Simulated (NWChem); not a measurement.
All runs are NWChem calculations. System: C₂H₅BO₂, charge 0, spin multiplicity 1, at a geometry optimised with PBE0/def2-SVP. The structure started from a generated list of species. Level: RHF/def2-TZVP.

Input file:

```
start mol
memory heap 200 mb stack 800 mb global 1000 mb
geometry units angstroms nocenter noautoz
  B     -0.415842    -0.291221     0.000000
  C      0.340969     1.080645     0.000000
  C      1.677209     1.163880     0.000000
  H     -0.228756     2.020657     0.000000
  H      2.209474     2.121418     0.000000
  H      2.292676     0.257721     0.000000
  O      0.303911    -1.444817     0.000000
  H     -0.272249    -2.216783     0.000000
  O     -1.780523    -0.387877     0.000000
  H     -2.218099     0.467503     0.000000
  symmetry group Cs
end
basis spherical
  * library def2-tzvp
end
scf
  rhf
  nopen 0
  maxiter 100
  thresh 1e-7
  semidirect memsize 60000000 filesize 0
end
task scf energy
```

Output (cleaned and shortened):

```
             Northwest Computational Chemistry Package (NWChem) 7.3.0
             --------------------------------------------------------

                                NWChem Input Module
                                -------------------

 Scaling coordinates for geometry "geometry" by  1.889725989
 (inverse scale =  0.529177249)

 Turning off AUTOSYM since
 SYMMETRY directive was detected!

                             Geometry "geometry" -> ""
                             -------------------------

 Output coordinates in angstroms (scale by  1.889725989 to convert to a.u.)

  No.       Tag          Charge          X              Y              Z
 ---- ---------------- ---------- -------------- -------------- --------------
    1 B                    5.0000    -0.41584200    -0.29122100     0.00000000
    2 C                    6.0000     0.34096900     1.08064500     0.00000000
    3 C                    6.0000     1.67720900     1.16388000     0.00000000
    4 H                    1.0000    -0.22875600     2.02065700     0.00000000
    5 H                    1.0000     2.20947400     2.12141800     0.00000000
    6 H                    1.0000     2.29267600     0.25772100     0.00000000
    7 O                    8.0000     0.30391100    -1.44481700     0.00000000
    8 H                    1.0000    -0.27224900    -2.21678300     0.00000000
    9 O                    8.0000    -1.78052300    -0.38787700     0.00000000
   10 H                    1.0000    -2.21809900     0.46750300     0.00000000

 Effective nuclear repulsion energy (a.u.)     154.7080140039

            Nuclear Dipole moment (a.u.)
            ----------------------------
        X                 Y               Z
 ---------------- ---------------- ----------------
     0.0000151178     0.0000170075     0.0000000000

      Symmetry information
      --------------------

 Group name             Cs
 Group number              2
 Group order               2
 No. of unique centers    10

      Symmetry unique atoms

     1    2    3    4    5    6    7    8    9   10


 Summary of "ao basis" -> "" (spherical)
[...]
   Bfn.  Coefficient  Atom+Function         Bfn.  Coefficient  Atom+Function
  ----- ------------  ---------------      ----- ------------  ---------------
    76      0.720157   3 C  pz               45     -0.557788   2 C  pz
    14     -0.288366   1 B  pz               70      0.236427   3 C  pz
    73      0.189809   3 C  pz               39     -0.167447   2 C  pz
     8     -0.159885   1 B  pz              162      0.159530   9 O  pz
   125      0.157464   7 O  pz               11     -0.152109   1 B  pz

 Vector   21  Occ=0.000000D+00  E= 1.209277D-01  Symmetry=a'
              MO Center= -1.4D+00,  6.1D-01, -3.2D-14, r^2= 6.5D+00
   Bfn.  Coefficient  Atom+Function         Bfn.  Coefficient  Atom+Function
  ----- ------------  ---------------      ----- ------------  ---------------
     5      2.613562   1 B  s                36     -2.329599   2 C  s
    43      1.350844   2 C  px               13      1.277112   1 B  py
    96      1.029274   4 H  s                67     -1.000928   3 C  s
   153     -0.934105   9 O  s               145      0.623283   8 H  s
   182      0.492249  10 H  s                10      0.329709   1 B  py

 Vector   22  Occ=0.000000D+00  E= 1.566845D-01  Symmetry=a'
              MO Center= -5.5D-01, -1.1D+00,  3.2D-14, r^2= 8.1D+00
   Bfn.  Coefficient  Atom+Function         Bfn.  Coefficient  Atom+Function
  ----- ------------  ---------------      ----- ------------  ---------------
    36     -1.429425   2 C  s                13      1.359990   1 B  py
    96      1.274202   4 H  s               116      1.275414   7 O  s
    43      1.064137   2 C  px               67     -0.588868   3 C  s
   108     -0.551494   6 H  s               182      0.533780  10 H  s
   145     -0.519007   8 H  s               161     -0.452526   9 O  py

 center of mass
 --------------
 x =  -0.05721977 y =  -0.07645028 z =   0.00000000

 moments of inertia (a.u.)
 ------------------
         288.437952742828        -134.026698447245           0.000000000000
        -134.026698447245         373.097510352880           0.000000000000
           0.000000000000           0.000000000000         661.535463095708

  Mulliken analysis of the total density
  --------------------------------------

    Atom       Charge   Shell Charges
 -----------   ------   -------------------------------------------------------
    1 B    5     4.38   0.91  1.07  0.47  0.20  0.01  0.92  0.43  0.05  0.12  0.18  0.04
    2 C    6     6.40   0.85  1.12  0.48  0.70  0.12  1.24  1.37  0.43  0.02  0.05  0.01
    3 C    6     6.18   0.86  1.12  0.51  0.60  0.11  1.21  1.27  0.43  0.02  0.05  0.01
    4 H    1     0.91   0.26  0.50  0.12  0.02
    5 H    1     0.87   0.26  0.49  0.09  0.02
    6 H    1     0.85   0.26  0.48  0.08  0.02
    7 O    8     8.57   0.79  1.18  0.56  0.93  0.30  1.87  2.06  0.84  0.00  0.02  0.00
    8 H    1     0.65   0.24  0.32  0.03  0.05
    9 O    8     8.55   0.79  1.18  0.56  0.93  0.30  1.87  2.06  0.84  0.00  0.02  0.00
   10 H    1     0.65   0.25  0.33  0.03  0.05

       Multipole analysis of the density wrt the origin
       ------------------------------------------------

     L   x y z        total         open         nuclear
     -   - - -        -----         ----         -------
     0   0 0 0     -0.000000      0.000000     38.000000

     1   1 0 0     -0.299170      0.000000      0.000015
     1   0 1 0      0.434475      0.000000      0.000017
     1   0 0 1     -0.000000      0.000000      0.000000

     2   2 0 0    -20.814496      0.000000    213.285048
     2   1 1 0     -0.542617      0.000000     74.718642
     2   1 0 1      0.000000      0.000000      0.000000
     2   0 2 0    -18.912619      0.000000    168.713658
     2   0 1 1     -0.000000      0.000000      0.000000
     2   0 0 2    -23.649259      0.000000      0.000000

 Task  times  cpu:       68.1s     wall:       68.1s

 Total times  cpu:       68.1s     wall:       68.1s
```
